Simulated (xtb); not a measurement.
Cl3HOZr, SMILES [OH][Zr]([Cl])([Cl])[Cl], multiplicity 1. All values are semi-empirical tight-binding results from xtb (GFN2-xTB unless named), good for trends rather than for accurate numbers. Geometry: GFN2-xTB. The multiplicity is an assumed one; other spin states were not compared. The isomer is the one that the SMILES or the coordinates give; other isomers of the formula were not compared. The values are those of a single conformer.

For metal compounds this method's bond lengths and energies can be far off.

* **point group as xtb finds it**: C3v
* **orbital gap**: 3.45 eV
* **zero-point energy**: 9.2 kcal/mol
* **G − E(el) at 298.15 K (modified RRHO)**: -12.8 kcal/mol
